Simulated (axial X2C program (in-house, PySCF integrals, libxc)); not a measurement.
**Outer orbitals of InC⁻ at 2.134 Å, HF**

Computed with an in-house relativistic program for diatomic molecules. Spin-free means the one-electron spin-free X2C Hamiltonian; two-component (2c) means X2C with spin–orbit coupling and atomic mean-field two-electron Coulomb and Gaunt terms, so the difference of the two also holds small scalar two-electron terms. Basis: In dyall-acv3z [12s13p10d5f1g], C dyall-av3z [8s7p3d2f] (cores contracted in-house); Gaussian nuclei, density fitting, unrestricted open shells. Masses: In 114.904 u, C 12.000 u.

The distance is close to the 2c PBE0 minimum; the highest filled and lowest empty levels are listed.

Spin-free orbitals, state M_S = 1, Λ = 1 (beyond evenly filled blocks: σα, π+α, π+β, π-α) (Löwdin shares):

```json
{"symmetry": "σα", "occupied": "yes", "ε (eV)": "-22.88", "atomic character": "92% In d, 5% C s"}
{"symmetry": "δ+β", "occupied": "yes", "ε (eV)": "-22.48", "atomic character": "100% In d"}
{"symmetry": "σβ", "occupied": "yes", "ε (eV)": "-22.47", "atomic character": "98% In d"}
{"symmetry": "δ-β", "occupied": "yes", "ε (eV)": "-22.44", "atomic character": "100% In d"}
{"symmetry": "δ-α", "occupied": "yes", "ε (eV)": "-22.43", "atomic character": "100% In d"}
{"symmetry": "δ+α", "occupied": "yes", "ε (eV)": "-22.43", "atomic character": "100% In d"}
{"symmetry": "π-α", "occupied": "yes", "ε (eV)": "-22.42", "atomic character": "99% In d"}
{"symmetry": "π+α", "occupied": "yes", "ε (eV)": "-22.42", "atomic character": "99% In d"}
{"symmetry": "π+β", "occupied": "yes", "ε (eV)": "-22.32", "atomic character": "99% In d"}
{"symmetry": "π-β", "occupied": "yes", "ε (eV)": "-22.30", "atomic character": "99% In d"}
{"symmetry": "σα", "occupied": "yes", "ε (eV)": "-17.90", "atomic character": "68% C s, 13% In d, 9% In p"}
{"symmetry": "σβ", "occupied": "yes", "ε (eV)": "-10.64", "atomic character": "57% C s, 22% In s, 8% In p"}
{"symmetry": "σα", "occupied": "yes", "ε (eV)": "-7.65", "atomic character": "68% C p, 24% In s, 3% C s"}
{"symmetry": "π-α", "occupied": "yes", "ε (eV)": "-5.44", "atomic character": "85% C p, 6% In p, 5% In d"}
{"symmetry": "π+α", "occupied": "yes", "ε (eV)": "-5.44", "atomic character": "85% C p, 6% In p, 5% In d"}
{"symmetry": "σβ", "occupied": "yes", "ε (eV)": "-4.46", "atomic character": "46% In s, 19% In p, 14% C p"}
{"symmetry": "σα", "occupied": "yes", "ε (eV)": "-3.30", "atomic character": "38% In s, 32% In p, 21% C p"}
{"symmetry": "π+β", "occupied": "yes", "ε (eV)": "-0.29", "atomic character": "74% In p, 20% C p, 5% C d"}
{"symmetry": "π-β", "occupied": "no", "ε (eV)": "2.71", "atomic character": "99% In p"}
{"symmetry": "σβ", "occupied": "no", "ε (eV)": "2.78", "atomic character": "95% In p, 4% In s"}
{"symmetry": "π-α", "occupied": "no", "ε (eV)": "2.79", "atomic character": "100% In p"}
{"symmetry": "π+α", "occupied": "no", "ε (eV)": "2.79", "atomic character": "100% In p"}
```

Spinors with spin–orbit coupling (state Ω = 2):

| ω | occupied | ε (eV) | atomic character | λ mixture |
| --- | --- | --- | --- | --- |
| 1/2 | yes | -23.06 | 95% In d, 3% C s | 70% σ, 30% π |
| 3/2 | yes | -22.91 | 100% In d | 82% δ, 18% π |
| -1/2 | yes | -22.87 | 99% In d | 57% π, 43% σ |
| -3/2 | yes | -22.84 | 100% In d | 84% δ, 16% π |
| 1/2 | yes | -22.12 | 96% In d, 2% C s | 70% π, 30% σ |
| -1/2 | yes | -21.96 | 98% In d | 57% σ, 43% π |
| -5/2 | yes | -21.95 | 100% In d | 100% δ |
| 3/2 | yes | -21.94 | 99% In d | 82% π, 18% δ |
| 5/2 | yes | -21.93 | 100% In d | 100% δ |
| -3/2 | yes | -21.84 | 99% In d | 84% π, 16% δ |
| 1/2 | yes | -17.81 | 67% C s, 14% In d, 9% In p | 100% σ |
| -1/2 | yes | -10.57 | 57% C s, 22% In s, 8% In p | 100% σ |
| 1/2 | yes | -7.54 | 69% C p, 24% In s, 3% C s | 100% σ |
| 3/2 | yes | -5.36 | 85% C p, 6% In p, 5% In d | 100% π |
| -1/2 | yes | -5.36 | 85% C p, 6% In p, 5% In d | 100% π |
| -1/2 | yes | -4.40 | 46% In s, 19% In p, 14% C p | 100% σ |
| 1/2 | yes | -3.20 | 39% In s, 32% In p, 21% C p | 100% σ |
| 1/2 | yes | -0.37 | 73% In p, 20% C p, 5% C d | 100% π |
| -3/2 | no | 2.72 | 99% In p | 100% π |
| -1/2 | no | 2.79 | 98% In p | 60% π, 40% σ |
| 3/2 | no | 2.79 | 100% In p | 100% π |
| -1/2 | no | 2.79 | 97% In p | 60% σ, 40% π |

How does the gap between the highest filled and lowest empty level change from the spin-free to the 2c table?

From 3.00 to 3.09 eV at HF, a change of 0.09 eV.

Mulliken charges and populations of the two-component result (they depend on the basis, above all on diffuse functions):

In -0.17 e (s 9.66 p 19.48 d 20.02 f 0.01), C -0.83 e (s 3.95 p 2.87 d 0.02). ⟨Lz⟩ = 1.00 ħ and ⟨Sz⟩ = 1.00 ħ (-0.43 and 1.43 on the two atoms), which add up to Ω.

The state is a single determinant with fixed occupations, the lowest that a limited PBE0 search found. Other states lie close and PBE0, whose exact exchange favours high spin, may order them wrongly; the determinant shown need not be the ground state. The nearest other spin-free determinant of the search, M_S = 1, Λ = 0, lies 0.06 eV up at the distance of the search. With several unpaired electrons one determinant need not be a pure state. A state of lower Ω lies just above, and one determinant can place such states too high, so the state shown need not be the lowest. The search has Ω = 1 only 0.10 eV up. Open-shell Ω = 0 determinants with evenly filled partner blocks cannot be reached by this program, so the Ω shown need not be the lowest component. The determinant is spin-polarised beyond a pure state at some levels (its spin-free form has ⟨S²⟩ too high), which makes Re and μ there less reliable.
